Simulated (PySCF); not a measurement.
Vertical excitations of a molecule C4H6F2 from TDDFT-B3LYP/def2-SVPD (PySCF), as energy in eV (oscillator strength): 7.10 (0.279), 7.24 (0.174), 7.64 (0.009), 7.68 (0.004), 7.93 (0.028), 8.23 (0.001), 8.51 (0.013), 8.97 (0.029), 9.12 (0.010), 9.24 (0.030). Lowest triplet (TDA): 4.38 eV. Geometry: PBE0-D3(BJ)/def2-SVP. One conformer was computed; it need not be the lowest.

Problem. Identify the compound among the candidates.
A) C/C=C/C(F)F
B) F[C@H]1CC[C@@H]1F
C) C=CC(C)(F)F
D) FC(F)C1CC1

Solution. A, C/C=C/C(F)F
